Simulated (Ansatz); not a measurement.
`N[SiH2]C(F)[TeH]` + `CC=C=O` → `O=C=C[TeH]` + `CC(F)[SiH2]N`  (formal exchange of groups at a Te–C bond)

Computed with Ansatz on PBE0-D4/def2-TZVP structures; ΔE is electronic, products minus reactants. CBS: MP2 limit from def2 TZ/QZ plus the TZ coupled-cluster correction, frozen cores. DFT in def2-TZVPP. Elements past krypton have def2 core potentials. For Te outer-core shells are correlated without core-valence functions, which leaves a few kJ/mol of doubt a bond. Each species was taken in one conformer, which may not be the lowest.

```
           species  PBE0-D4 energy (Eh)
`N[SiH2]C(F)[TeH]`           -753.62029
          `CC=C=O`           -191.77050
      `O=C=C[TeH]`           -420.52512
    `CC(F)[SiH2]N`           -524.87148
```

(1) Work out ΔE.

Largest T1 diagnostic among the species: 0.015.

Answers

(1) ΔE = (-420.52512) + (-524.87148) − (-753.62029) − (-191.77050) = -0.00581 Eh = -3.6 kcal/mol. CCSD(T)/CBS gives -3.5 kcal/mol.

In def2-TZVPP, CCSD(T) changes the Hartree–Fock value by +2.7 kcal/mol (the triples alone add +0.4 kcal/mol) and MP2 by +2.3 kcal/mol. The D4 term adds +0.8 kcal/mol with B3LYP and +0.4 kcal/mol with PBE0; it sums over pairs of atoms, weighted by their polarisabilities, and B3LYP, whose exchange is more repulsive, gets the larger term. From PBE to PBE0 (25 % exact exchange), in def2-TZVPP and without D4, ΔE moves by −1.0 kcal/mol.

B3LYP here is the variant with VWN-RPA as its local correlation; programs differ in this.
